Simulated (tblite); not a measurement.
A tight-binding relaxation on `CO[SiH2][Si](C#N)(OC)OC`.

Computed with GFN2-xTB geometry optimisation, gas phase (tblite 0.8.0). Start geometry: from a force field or distance geometry. The command runs a driver script over a list of jobs; the input below is this job's line of settings and its coordinates in Å.

Command:
```bash
OMP_NUM_THREADS=1 python probes_run.py task.json out
```

Input:
```
{"job": {"kind": "relax", "xc": "GFN2-xTB", "basis": "xTB"}, "charge": 0, "multiplicity": 1}
C      3.015800     0.768000     2.219900
O      1.770400     0.653500     1.516800
Si     1.712900    -0.402700     0.229600
Si    -0.500900    -0.468000    -0.676000
C     -0.277400    -1.615200    -2.159400
N     -0.158900    -2.324700    -3.080900
O     -1.544100    -1.094400     0.484600
C     -2.846300    -1.469300     0.087000
O     -1.017500     1.059500    -1.080100
C     -1.273200     2.007700    -0.046900
H      3.795500     1.145900     1.561000
H      2.866800     1.490500     3.032800
H      3.302400    -0.182500     2.677500
H      2.668200     0.079200    -0.805700
H      2.128600    -1.739100     0.686600
H     -3.402000    -1.805700     0.982700
H     -2.822100    -2.305800    -0.622600
H     -3.398900    -0.632900    -0.349800
H     -2.024600     1.651500     0.662000
H     -1.652500     2.921400    -0.511400
H     -0.351100     2.280000     0.482100
```

Output:
```
step      E/eV     max force
  0    -892.64518    2.855
  1    -892.61702    8.575
  2    -892.88094    0.742
  3    -892.93059    0.900
  4    -892.97696    0.923
  5    -893.00177    0.626
  6    -893.03279    0.411
  7    -893.04924    0.391
  8    -893.06544    0.302
  9    -893.07142    0.167
... (233 lines left out)
243    -893.40163    0.046
244    -893.40183    0.035
245    -893.40209    0.029
246    -893.40232    0.038
247    -893.40241    0.021
248    -893.40248    0.014
249    -893.40254    0.010
250    -893.40257    0.011
251    -893.40259    0.010
252    -893.40261    0.007
```

«max force» is the largest atomic force in eV/Å.

Problem. From which step on does the largest force stay under 0.1 eV/Å, and how much energy is left to gain from there?

Solution. From step 190 (0.073 eV/Å), 10.1 meV above the end.

Main results: energy lowered by 17.5 kcal/mol over 252 steps; largest atomic force 0.007 eV/Å at the end.

Problem. Where do the atoms end?

Solution. 1.315 Å rms from the input after alignment:
```
atom  x, y, z in Å
C1     3.2577    1.0319    1.3382
O2     2.0003    0.6509    0.8658
Si3    1.2539   -0.7783    1.0860
Si4   -0.5951   -0.4656   -0.1933
C5    -0.2692   -0.2909   -2.0509
N6    -0.0256   -0.1817   -3.1659
O7    -1.4219   -1.8244    0.0818
C8    -2.7031   -2.1864   -0.3547
O9    -1.5729    0.7803    0.1930
C10   -1.2518    2.1384    0.3015
H11    4.0309    0.3768    0.9330
H12    3.4475    2.0572    1.0199
H13    3.2932    0.9779    2.4281
H14    2.1309   -1.8884    0.6768
H15    1.0502   -1.0047    2.5310
H16   -2.9825   -3.1070    0.1576
H17   -2.7001   -2.3558   -1.4333
H18   -3.4242   -1.4029   -0.1203
H19   -2.0619    2.6306    0.8405
H20   -1.1513    2.5866   -0.6896
H21   -0.3141    2.2723    0.8447
```

Problem. Estimate the wall time. Hardware: an Arm Neoverse V2 with one thread, shared host.

Solution. About 2.4 s.
Labels such as C1 count atoms from 1, the log's own numbers from 0.
